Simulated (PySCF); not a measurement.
Al(H)2(NH2) (AlH₄N), SMILES [NH2][AlH2]. Geometry: B3LYP-D3(BJ)/def2-TZVP.

All values below come from B3LYP-D3(BJ)/def2-TZVP (PySCF).

Harmonic wavenumbers (cm⁻¹): 431, 452, 496, 610, 741, 760, 830, 1575, 1943, 1948, 3566, 3650. Rotational constants (GHz): 95.41, 13.08, 11.50; symmetry number 2.

Task: Work out the zero-point energy and the ideal-gas rigid-rotor harmonic-oscillator thermochemistry at 298.15 K and 1 atm.

Result: ZPE = ½ Σ hcν = ½ × 17002 cm⁻¹ = 101.69 kJ/mol. H − E(el) = 114.73 kJ/mol. Entropy in J/(mol K): translation 156.23, rotation 80.61, vibration 14.41, total 251.24. G − E(el) = 39.82 kJ/mol. Cp = 63.33 J/(mol K).
